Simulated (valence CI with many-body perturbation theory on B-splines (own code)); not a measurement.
Values are calculated unless marked as measured or tabulated.
## Ga17+: configurations and terms from energies and g

Method: valence CI with perturbative core correlation (CI+MBPT): four valence electrons over a frozen Dirac-Fock core [Ne], a basis of 11 s, 11 p, 9 d, 7 f, 5 g, 2 h, 1 i functions for each j, with the one-electron correlation potential Σ1, the two-electron term Σ2, the three-electron term Σ3, Breit, model QED; selected CI, second order for the rest (own B-spline code, finite nucleus).

No measured levels were compared; by estimate levels of excited configurations hold to 0.05 to 0.15 % of their energy, terms of the ground configuration to about 0.5 %.

| No. | J | Parity | E (eV) | g |
| --- | --- | --- | --- | --- |
| 2 | 1 | even | 3.482 | 1.500 |
| 3 | 2 | even | 5.671 | 1.374 |
| 4 | 2 | even | 11.760 | 1.124 |
| 6 | 2 | odd | 40.123 | 1.979 |
| 7 | 1 | odd | 51.497 | 0.601 |
| 8 | 2 | odd | 51.648 | 1.218 |
| 9 | 3 | odd | 52.971 | 1.332 |
| 11 | 1 | odd | 59.604 | 1.415 |
| 15 | 2 | odd | 73.531 | 0.681 |
| 16 | 3 | odd | 75.563 | 1.086 |
| 18 | 4 | odd | 78.935 | 1.249 |

Energies count from the lowest level. Strongly mixed levels and levels close to another of their J and parity, and those with J = 0 are left out, so the numbers can have gaps.

Q: Give configuration and LS term of each level.

A: 2: 3s2 3p2 3P; 3: 3s2 3p2 3P; 4: 3s2 3p2 1D; 6: 3s 3p3 5S°; 7: 3s 3p3 3D°; 8: 3s 3p3 3D°; 9: 3s 3p3 3D°; 11: 3s 3p3 3P°; 15: 3s2 3p 3d 3F°; 16: 3s2 3p 3d 3F°; 18: 3s2 3p 3d 3F°.
